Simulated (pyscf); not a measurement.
**H₃C–Al(F)–F, singlet**

Gas-phase minimum from PySCF at ωB97X-D3(BJ)/def2-SVP, one conformer. 

```xyz
7

C      0.6546     0.2082     0.9878
Al    -0.2677     0.6359    -0.6502
F     -0.7608     2.1801    -1.0160
F     -0.6397    -0.5200    -1.7843
H      1.2272    -0.7284     0.9008
H      1.3398     1.0151     1.2924
H     -0.0748     0.0756     1.8053
```
Charge 0, spin multiplicity 1.

Bonded distances (Å): C1–Al2 1.928, C1–H5 1.101, C1–H6 1.102, C1–H7 1.104, Al2–F3 1.662, Al2–F4 1.661. Bond angles (°): Al2–C1–H5 111.7, Al2–C1–H6 111.7, Al2–C1–H7 109.9, H5–C1–H6 108.7, H5–C1–H7 107.5, H6–C1–H7 107.1, C1–Al2–F3 122.4, C1–Al2–F4 122.2, F3–Al2–F4 115.5.

Properties at ωB97X-D3(BJ)/def2-SVP:

```json
{
  "harmonic_wavenumbers_unscaled": "27, 184, 242, 256, 608, 670, 702, 856, 953, 1241, 1436, 1438, 3066, 3161, 3181 cm⁻¹",
  "zero_point_energy": "25.8 kcal/mol",
  "rotational_symmetry_number": "1",
  "Entropy of this conformer at 298 K and 1 atm, rigid rotor and harmonic oscillator, modes under 100 cm⁻¹ raised to 100": "314.7 J/(mol K)",
  "dipole_moment": "2.22 D"
}
```

Single-point totals, which compare only within one level (frozen core for MP2 and CC):

```csv
level,total energy (hartree)
ωB97X-D3(BJ)/def2-TZVP,-482.36440
PBE/def2-TZVP,-481.92251
r²SCAN/def2-TZVP,-482.17636
B3LYP-D3(BJ)/def2-TZVP,-482.34366
PBE0-D3(BJ)/def2-TZVP,-481.95414
M06-2X/def2-TZVP,-482.20309
ωB97M-D3(BJ)/def2-TZVP,-482.39394
HF/def2-TZVPP,-480.69508
MP2/def2-TZVPP,-481.45291
CCSD/def2-TZVPP,-481.46875
CCSD(T)/def2-TZVPP,-481.49207
```

The lowest mode is so soft that the shape along it may change with the basis. Soft torsions are taken as harmonic, which can shift the entropy by several J/(mol K). The CCSD(T) − MP2 part came from Ansatz, without density fitting, on the same reference.
